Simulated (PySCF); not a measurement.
# Core-level binding energies of `N#Cc1cc(Cl)on1`

C₄HClN₂O.
Cartesian coordinates in Å at the GFN2-xTB level; atoms count from 1:
```
atom  x, y, z in Å
N1     3.2200    0.2134   -0.0263
C2     2.1015   -0.0257   -0.0089
C3     0.7098   -0.2615    0.0088
C4    -0.3140    0.7235   -0.0382
C5    -1.4545   -0.0299    0.0037
Cl6   -3.0875    0.4006   -0.0137
O7    -1.1420   -1.3325    0.0696
N8     0.1924   -1.4673    0.0722
H9    -0.2121    1.7854   -0.0924
```

Level of theory: delta-SCF UKS SCAN, pcX-2 on the ionised atom, pcseg-1 elsewhere, spin-free X2C (PySCF 2.14.0). Each binding energy is the total energy of the core-ionised species, with the hole localised on one atom, minus that of the ground state; both are solved self-consistently, so orbital relaxation is included.

**Question.** What binding energy does each computed site have?

**Answer.** 
| atom(s) | environment | level | binding energy (eV) | 2p1/2 (eV) | above the level's lowest (eV) | count |
| --- | --- | --- | --- | --- | --- | --- |
| Cl6 | aryl chlorine | Cl 1s | 2830.59 | – | 0.00 | 1 |
| O7 | ring oxygen | O 1s | 541.68 | – | 0.00 | 1 |
| N8 | pyridine-type nitrogen | N 1s | 406.99 | – | +1.28 | 1 |
| N1 | nitrile nitrogen | N 1s | 405.71 | – | 0.00 | 1 |
| C5 | aromatic C–Cl carbon | C 1s | 294.59 | – | +2.63 | 1 |
| C3 | substituted aromatic carbon | C 1s | 293.53 | – | +1.57 | 1 |
| C2 | nitrile carbon | C 1s | 293.02 | – | +1.06 | 1 |
| C4 | aromatic CH carbon | C 1s | 291.96 | – | 0.00 | 1 |
| Cl6 | aryl chlorine | Cl 2p3/2 | 207.95 | 209.61 | 0.00 | 1 |

Lowest listed C 1s: C4, bonded to 2 C (aromatic in the SMILES) and H. Highest, 2.63 eV above it: C5, bonded to O (aromatic in the SMILES), Cl and C (aromatic in the SMILES). The widest gap between neighbouring values is 1.06 eV, between 293.53 and 294.59 eV. Summing the Pauling electronegativity differences to the bonded atoms, each weighted by its formal bond order, gives -0.35 for the lowest site and +1.95 for the highest; no listed site has a larger sum than the highest.

Lowest listed N 1s: N1, bonded to C (triple bond). Highest, 1.28 eV above it: N8, bonded to O (aromatic in the SMILES) and C (aromatic in the SMILES). Summing the Pauling electronegativity differences to the bonded atoms, each weighted by its formal bond order, gives -1.47 for the lowest site and -0.14 for the highest.

**Question.** Which effective nuclear charge Zeff reproduces each element's mean 1s value in the hydrogen-like formula E = 13.606 eV × Zeff²?

**Answer.** C (Z = 6): mean 293.3 eV, Zeff = 4.64, Z − Zeff = 1.36; N (Z = 7): mean 406.4 eV, Zeff = 5.47, Z − Zeff = 1.53; O (Z = 8): mean 541.7 eV, Zeff = 6.31, Z − Zeff = 1.69; Cl (Z = 17): mean 2830.6 eV, Zeff = 14.42, Z − Zeff = 2.58. Means run over the listed sites, weighted by atom count.

For 2p shells one spin-free hole was relaxed; a mean-field spin–orbit operator and the ground-state splitting of the three 2p orbitals were then diagonalised within the shell. The shell's mean is (2 × 2p3/2 + 2p1/2)/3, and the degeneracies 2j + 1 give areas of 2:1. 2p1/2 minus 2p3/2 (ligand field included): Cl 1.66 eV. Geometry: GFN2-xTB; no solvent, vibrations or thermal averaging.

The run took 2.2 min on an Arm Neoverse N1 with one thread, shared host.
